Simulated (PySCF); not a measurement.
BrFH4N2Si. Atoms are numbered in the order given.

```xyz
9

N     -1.6691    -1.2192     0.7543
Si    -0.1299    -0.5025     0.6432
N      1.0678    -1.6991     0.5279
F     -0.0356     0.4747     1.9378
Br     0.2203     0.8511    -1.0825
H     -1.9663    -1.9052     0.0696
H     -2.4496    -0.6967     1.1368
H      1.0896    -2.4826     1.1714
H      1.9631    -1.5155     0.0911
```

Coordinates come from a ωB97X-D3(BJ)/def2-SVP optimisation. This is a generated structure with no PubChem entry under its InChIKey; it may be hypothetical. The values are those of a single conformer.

These are TDDFT-PBE/def2-SVPD (PySCF 2.14.0) values and carry that method's errors.

Vertical excitations. The molecule is in vacuum.

Computed excitation energies, oscillator strengths and character:
```tsv
state	energy (eV)	λ (nm)	f	main pairs
S1	5.95	208	0.036	HOMO→LUMO 98 %
S2	6.08	204	0.018	HOMO−1→LUMO 98 %
S3	6.65	186	0.042	HOMO−2→LUMO 97 %
S4	6.81	182	0.014	HOMO→LUMO+1 53 %, HOMO−3→LUMO 36 %
S5	6.89	180	0.036	HOMO−1→LUMO+1 50 %, HOMO−3→LUMO 37 %, HOMO→LUMO+1 10 %
S6	6.93	179	0.030	HOMO−1→LUMO+1 39 %, HOMO→LUMO+1 24 %, HOMO−3→LUMO 23 %, HOMO→LUMO+2 13 %
S7	7.03	176	0.027	HOMO→LUMO+2 75 %
S8	7.15	173	0.028	HOMO−1→LUMO+2 89 %
S9	7.54	164	0.007	HOMO−2→LUMO+1 56 %, HOMO→LUMO+3 32 %
S10	7.57	164	0.007	HOMO→LUMO+3 52 %, HOMO−2→LUMO+1 37 %
T1	5.74	216	0	HOMO→LUMO 99 %
T2	5.87	211	0	HOMO−1→LUMO 99 %
T3	6.46	192	0	HOMO−2→LUMO 96 %
T4	6.55	189	0	HOMO→LUMO+1 88 %
```
Triplets are in the Tamm–Dancoff approximation, which puts them higher than full response would, so one can lie above its singlet here.
